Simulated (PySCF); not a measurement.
A PySCF script (with the pyscf-properties extension) for the NMR shieldings of SMILES O[SiH2]OC1=C(CCC)[C@@H]1F, C6H11FO2Si, on a GFN2-xTB geometry:

```python
import basis_set_exchange as bse
import numpy as np
from pyscf import gto, dft
from pyscf.prop import nmr

atoms = """
C    -2.777064    0.364663    0.750078
C    -2.595619    0.133494   -0.744337
C    -1.265901    0.700423   -1.252243
C    -0.113998   -0.028293   -0.690144
C     1.089512   -0.097587   -0.177096
O     2.206803    0.457808    0.223407
Si    3.475450   -0.220286    1.037152
O     4.563913    0.968229    1.101781
C     0.385583   -1.385959   -0.325388
F    -0.114016   -1.996185    0.830012
H    -1.983344   -0.125879    1.307499
H    -3.730118   -0.040411    1.081947
H    -2.755857    1.428215    0.980138
H    -2.626782   -0.937921   -0.950599
H    -3.412840    0.607299   -1.292453
H    -1.182146    1.758599   -0.992389
H    -1.232259    0.614803   -2.343752
H     4.097488   -1.270689    0.248992
H     3.007257   -0.622176    2.357749
H     4.308414    1.883902    1.180681
H     0.646603   -2.175107   -1.022101
"""
names = dict.fromkeys(["C", "O", "Si", "F", "H"], "pcSseg-1")
basis = {el: gto.basis.parse(bse.get_basis(n, elements=[el], fmt="nwchem")) for el, n in names.items()}
mol = gto.M(atom=atoms, basis=basis, charge=0, verbose=0)
mf = dft.RKS(mol, xc="PBE0")
mf.grids.level = 2
mf.grids.alignment = dft.numint.BLKSIZE   # the property module wants whole blocks of grid points
mf.conv_tol = 1e-9
mf.kernel()

calc = nmr.RKS(mf)   # GIAO
C = mf.mo_coeff
Co = C[:, mf.mo_occ > 0]
resp = mf.gen_response(singlet=True, hermi=2)
def vind(x):   # induced exchange potential for any number of trial vectors
    d = np.einsum("pi,xij,qj->xpq", C, 2 * x.reshape(-1, C.shape[1], Co.shape[1]), Co, optimize=True)
    return np.einsum("xpq,pi,qj->xij", resp(d - d.transpose(0, 2, 1)), C, Co, optimize=True).ravel()
mo1, _ = nmr.rhf.solve_mo1(calc, with_cphf=vind)
sigma = calc.kernel(mo1)
for i, s in enumerate(sigma):   # ppm
    w = np.linalg.eigvalsh((s + s.T) / 2)
    print("%2d %-2s iso %8.1f  s11 %8.1f  s22 %8.1f  s33 %8.1f" % (i, mol.atom_pure_symbol(i), w.mean(), *w))
```

Question: What does it print?

Answer: 
```
 0 C  iso    171.2  s11    158.0  s22    169.2  s33    186.5
 1 C  iso    161.5  s11    156.7  s22    158.0  s33    169.9
 2 C  iso    159.0  s11    145.0  s22    157.0  s33    175.0
 3 C  iso     85.9  s11     -4.3  s22     99.8  s33    162.3
 4 C  iso     46.7  s11    -61.8  s22     84.8  s33    117.2
 5 O  iso    232.7  s11    158.3  s22    223.9  s33    315.8
 6 Si iso    376.8  s11    348.5  s22    382.1  s33    399.8
 7 O  iso    301.5  s11    254.5  s22    299.9  s33    350.2
 8 C  iso    113.4  s11     62.3  s22     75.3  s33    202.5
 9 F  iso    341.9  s11    232.5  s22    345.9  s33    447.2
10 H  iso     30.2  s11     24.7  s22     30.7  s33     35.1
11 H  iso     30.6  s11     26.2  s22     27.6  s33     38.1
12 H  iso     31.1  s11     27.5  s22     28.7  s33     37.2
13 H  iso     29.8  s11     26.5  s22     28.1  s33     34.9
14 H  iso     30.1  s11     25.1  s22     28.2  s33     36.9
15 H  iso     29.3  s11     25.0  s22     29.0  s33     34.0
16 H  iso     29.3  s11     24.0  s22     27.7  s33     36.1
17 H  iso     26.7  s11     22.8  s22     25.3  s33     31.9
18 H  iso     26.5  s11     22.7  s22     25.5  s33     31.2
19 H  iso     29.7  s11     21.3  s22     25.6  s33     42.1
20 H  iso     26.7  s11     22.0  s22     26.0  s33     32.2
```

These numbers come from an equivalent density-fitted implementation of the same equations, which agrees with the script to about 0.01 ppm for H and up to a few tenths of a ppm for heavy atoms, so last digits may differ.

Question: Turn these shieldings into chemical shifts. δ = σ(ref) − σ, references computed at the same level: TMS for ¹³C (186.93 ppm), ²⁹Si (349.16 ppm), ¹H (31.72 ppm); H2O for ¹⁷O (336.08 ppm); ¹⁹F (170.95 ppm) vs CFCl3.

Answer: Averaging equivalent atoms: C 4: 140.2; C 3: 101.0; C 8: 73.6; C 2: 28.0; C 1: 25.4; C 0: 15.7; O 5: 103.4; O 7: 34.5; Si 6: -27.6; F 9: -170.9; H 18: 5.24; H 17: 5.04; H 20: 4.97; H 16: 2.46; H 15: 2.40; H 19: 2.06; H 13: 1.88; H 14: 1.66; H 10/11/12: 1.09 ppm. Unscaled 19F shifts against computed CFCl3 carry errors that often reach 10 to 50 ppm. Experimental scales use liquid or dissolved standards, which lie at an offset from isolated H2O (liquid H2O: subtract about 36 ppm).

Size and cost of the density-fitted run: 232 basis functions, 60 s wall time on 1 thread of an Arm Neoverse V1, shared host; peak memory 1.1 GiB.
